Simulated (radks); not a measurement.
Charge is removed step by step from the 1s1/2 level of H, starting from 1s1. All-electron calculation, Dirac Kohn-Sham, BLYP, spin-unpolarised, spherical densities, finite nucleus; Gaussian nuclear charge, rms radius 0.8783 fm. Program: a radial shooting solver on a logarithmic mesh with Libxc functionals.

removed (e)  E - E(0) (eV)  eigenvalue (eV)
0                    0.000           -6.531
0.25                 2.005           -9.554
0.5                  4.793          -12.767
0.75                 8.381          -15.869

The mean slope of the eigenvalue, de/dn, is 12.5 eV per electron.
